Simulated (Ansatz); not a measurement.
`CC(F)[SiH2][CH2][InH2]`. The species carries charge 0 and has multiplicity 1. In takes the def2 core potential. The structure was optimised at the PBE0-D4/def2-TZVP level. It is one conformer, not always the lowest.

```xyz
16

C     0.216   -0.495    1.941
C    -0.787    0.178    1.043
F    -1.397   -0.843    0.228
Si   -0.063    1.461   -0.179
C     0.896    0.529   -1.451
In   -0.146   -1.347   -1.869
H    -0.252   -1.286    2.532
H     0.637    0.243    2.627
H     1.038   -0.932    1.368
H    -1.617    0.587    1.625
H    -1.213    2.180   -0.793
H     0.708    2.428    0.657
H     1.908    0.301   -1.110
H     0.963    1.114   -2.372
H     0.601   -2.797   -1.305
H    -1.493   -1.322   -2.943
```

**Question.** What is the dipole moment at PBE/def2-TZVPP? (Estimate.)

**Answer.** Computed: 2.09 D, with components (0.90, 0.97, 1.62) D in this frame, pointing from negative to positive charge.

**Question.** And with r2SCAN, B3LYP, ωB97M-V? (An estimate is asked.)

**Answer.** The calculation gave: r2SCAN 2.14 D, B3LYP 2.19 D, ωB97M-V 2.14 D.

**Question.** Give the Mulliken charges with PBE, r2SCAN, ωB97M-V in def2-TZVPP. (Estimate.)

**Answer.** Computed: 
```
atom    PBE  r2SCAN  ωB97M-V
  C1  -0.25   -0.15    -0.30
  C2   0.07    0.11    -0.03
  F3  -0.22   -0.27    -0.26
 Si4   0.18    0.27     0.23
  C5  -0.51   -0.54    -0.67
 In6   0.54    0.57     0.50
  H7   0.10    0.06     0.12
  H8   0.09    0.06     0.12
  H9   0.10    0.06     0.12
 H10   0.10    0.06     0.13
 H11  -0.06   -0.07    -0.02
 H12  -0.07   -0.08    -0.03
 H13   0.12    0.11     0.16
 H14   0.13    0.11     0.15
 H15  -0.15   -0.16    -0.12
 H16  -0.15   -0.16    -0.12
```

B3LYP here is the variant with VWN-RPA as its local correlation; programs differ in this.
